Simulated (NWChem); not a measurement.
C4H9Cl; SMILES CC(C)CCl

```xyz
14

C      1.4627     0.9510     0.1299
C      0.0116     0.8412    -0.3201
C     -0.7601     2.1327    -0.0601
C     -0.7137    -0.3165     0.3510
Cl    -0.0032    -1.9116    -0.0508
H      1.5245     1.1753     1.2081
H      1.9818     1.7575    -0.4099
H      2.0052     0.0122    -0.0525
H     -0.0018     0.6413    -1.4066
H     -1.7957     2.0730    -0.4299
H     -0.2751     2.9841    -0.5611
H     -0.7996     2.3625     1.0178
H     -0.6833    -0.2222     1.4474
H     -1.7659    -0.3589     0.0365
```
Atoms are numbered in this order, from 1.

Results from NWChem. Pople sets run with spherical d functions. Coordinates come from a PBE0/def2-SVP optimisation. Static field.

Order these by “isotropic polarisability (bohr³)”, lowest first: Hartree-Fock/def2-SVP; Hartree-Fock/def2-SVPD; Hartree-Fock/6-31+G*.

Hartree-Fock/def2-SVP (51.5), Hartree-Fock/6-31+G* (55.8), Hartree-Fock/def2-SVPD (61.7)
